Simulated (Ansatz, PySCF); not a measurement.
CH₆OSeSi (SMILES CO[Se][SiH3]), singlet, at a GFN2-xTB geometry. Base run: CASSCF(4,4)/STO-3G (PySCF).

The PySCF input:
```python
from pyscf import gto, scf, mcscf
import numpy

mol = gto.Mole()
mol.atom = '''
    Se    0.15499529   -0.06196398    0.76543791
    O     1.22024411    0.63793843   -0.56835193
    C     1.81056116   -0.26587093   -1.46323615
    H     1.06433921   -0.83458477   -2.02812906
    H     2.38837917    0.34806053   -2.15651221
    H     2.48527972   -0.96394560   -0.95916241
    Si   -1.80437019    0.00394628   -0.40595440
    H    -1.68819347   -0.83801658   -1.59797507
    H    -2.10135903    1.37795620   -0.79622403
    H    -2.78242257   -0.54622411    0.52270748
'''
mol.basis = 'sto-3g'
mol.verbose = 4
mol.build()

mf = scf.RHF(mol)
mf.kernel()
mc = mcscf.CASSCF(mf, 4, 4)
mc.fix_spin_(ss=0.0)
mc.kernel()
occ = numpy.linalg.eigvalsh(mc.fcisolver.make_rdm1(mc.ci, mc.ncas, mc.nelecas))[::-1]
ss = mc.fcisolver.spin_square(mc.ci, mc.ncas, mc.nelecas)[0]
print('natural occupations', occ.round(4), ' <S^2>', round(ss, 4))
```

Programs used: Ansatz (a program for electronic structure), PySCF; a row that names a program was run with it.

Variants of this job, named by their change:

| change | ΔE vs base (kcal/mol) | natural occupations | <S^2> of the state | outcome |
|---|---|---|---|---|
| base | 0.000 | 1.98 1.93 0.07 0.02 | 0.00 | converged |
| active space = 8 electrons, 7 orbitals | - | - | - | not converged |
| code = ansatz | -10.16 | - | - | converged |
| active space = 8 electrons, 6 orbitals | -2.83 | 2.00 2.00 1.98 1.94 0.07 0.02 | 0.00 | converged |
| orbitals = fixed (CASCI) | 21.95 | 2.00 1.99 0.01 0.01 | 0.00 | converged |
| active space = 4 electrons, 6 orbitals | - | - | - | not converged |
| solver = newton | 0.000 | 1.98 1.93 0.07 0.02 | 0.00 | converged |
| orbitals = fixed (CASCI); correction = SC-NEVPT2 | -70.0 | 2.00 1.99 0.01 0.01 | 0.00 | converged |
| fix_spin_ = off | 0.000 | 1.98 1.93 0.07 0.02 | 0.00 | converged |
| correction = SC-NEVPT2 | -76.2 | 1.98 1.93 0.07 0.02 | 0.00 | converged |
| state_average = 2 states | 6.93 | - | - | converged |

Active orbitals are taken around the Fermi level unless the row says otherwise; CASSCF can end in different local minima, and two programs can end on different orbitals. State-averaged rows give the lowest state.
